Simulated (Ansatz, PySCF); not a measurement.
This Ansatz (a program for electronic structure) input computes a CCSD(T)/cc-pVDZ energy:

Ansatz 0.2 input:
```yaml
crystal:
  periodic: [false, false, false]
  atoms:
    - {symbol: B, position_ang: [-0.44724455, -0.28636608, -0.00923823]}
    - {symbol: O, position_ang: [-0.62355583, 1.04373518, 0.11723837]}
    - {symbol: O, position_ang: [0.69042876, -1.00091713, -0.11585705]}
    - {symbol: H, position_ang: [0.17630645, 1.59392170, 0.13719066]}
    - {symbol: H, position_ang: [1.52493286, -0.50463571, -0.10205006]}
basis:
  gaussian:
    orbitals: cc-pVDZ
magnetization: {spin_polarized: true, initial_magnetization: 1}
correlation: {method: ccsd_t, electrons: outside_noble_gas}
```

Question: Write an input for the same energy in PySCF and say what it gives.

Answer: 
```python
from pyscf import gto, scf, mp, cc as ccmod

mol = gto.M(
    atom='''
    B    -0.44724455   -0.28636608   -0.00923823
    O    -0.62355583    1.04373518    0.11723837
    O     0.69042876   -1.00091713   -0.11585705
    H     0.17630645    1.59392170    0.13719066
    H     1.52493286   -0.50463571   -0.10205006
    ''',
    basis='cc-pvdz',
    charge=0,
    spin=1,
    verbose=4,
)

mf = scf.UHF(mol)
mf.conv_tol = 1e-10
mf.max_cycle = 100
mf.kernel()
mo, _, stable, _ = mf.stability(return_status=True)
if not stable:
    mf.kernel(mf.make_rdm1(mo, mf.mo_occ))
mp2 = mp.MP2(mf, frozen=3).run()
cc = ccmod.CCSD(mf, frozen=3)
cc.max_cycle = 100
cc.kernel()
et = cc.ccsd_t()
print(f'E(CCSD(T)) = {cc.e_tot + et:.9f}')
```
It gives -176.08419 Eh, and Ansatz -176.08418 Eh, a difference of 0.01 mEh.

It need not be the lowest isomer of its formula.
